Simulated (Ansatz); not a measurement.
A nudged elastic band was laid between two geometries of CH5FOZn (9 atoms, charge 0, multiplicity 1).

Method: RKS PBE0-D4/def2-SVP in Ansatz.

* movable images: 2
* climbing image: yes
* spring: 5.0 eV/Å²
* optimiser: quadratic models (default)
* start path: through a guess of the saddle point
* force threshold: 0.03 eV/Å
* iteration limit: 60
* end points: relaxed

Initial state:

```xyz
9
Properties=species:S:1:pos:R:3
Zn -0.154 -0.474 0.298
F -0.848 -2.137 0.006
C 0.357 1.130 1.255
H -0.361 -1.653 -1.559
O 0.096 -0.827 -1.853
H -0.339 1.337 2.083
H 0.365 2.004 0.586
H 1.366 1.026 1.683
H -0.482 -0.406 -2.500
```

Final state:

```xyz
9
Properties=species:S:1:pos:R:3
Zn -0.047 -0.498 0.290
F -0.551 -2.228 0.007
C 0.375 1.127 1.256
H -0.352 -1.636 -1.584
O -0.054 -0.744 -1.889
H -0.510 1.518 1.781
H 0.740 1.909 0.572
H 1.156 0.942 2.009
H -0.758 -0.390 -2.443
```

(1) What changes between the two ends?

(2) Give the energies along the band, and the barrier.

(3) What is the geometry of the highest image?

## Answers

(1) No bond is made or broken.

(2) The run converged. The highest image is number 2 of 0 to 3, 0.0 kcal/mol above the ends, which have the same energy within 2 meV. The top lies less than 8 meV above the higher end, about what the thresholds resolve: the motion is nearly free. Another band between the same ends (5 images) ends at a top of the same energy, where a vibrational analysis finds no clearly imaginary modes. So few images can step over the top or miss a turn of the path.

```
image  path coordinate (Å)  energy (kcal/mol)
    0                 0.00                0.0
    1                 0.31                0.0
    2                 0.62                0.0
    3                 0.83                0.0
```

(3) 
```xyz
9
Properties=species:S:1:pos:R:3:forces:R:3
Zn -0.063 -0.495 0.290 0.01 -0.01 0.01
F -0.577 -2.223 0.002 0.00 0.01 0.00
C 0.359 1.127 1.261 0.01 -0.01 -0.01
H -0.340 -1.637 -1.587 0.01 0.02 0.00
O -0.019 -0.751 -1.885 0.00 -0.02 0.00
H -0.489 1.451 1.884 -0.01 0.00 0.00
H 0.609 1.946 0.570 0.00 0.00 0.00
H 1.222 0.969 1.926 0.00 0.00 0.00
H -0.701 -0.387 -2.461 -0.01 0.01 -0.01
```

The run took 48 s on 2 threads of Intel(R) Xeon(R) Platinum 8488C (Sapphire Rapids) (shared host), peak memory 0.23 GiB.
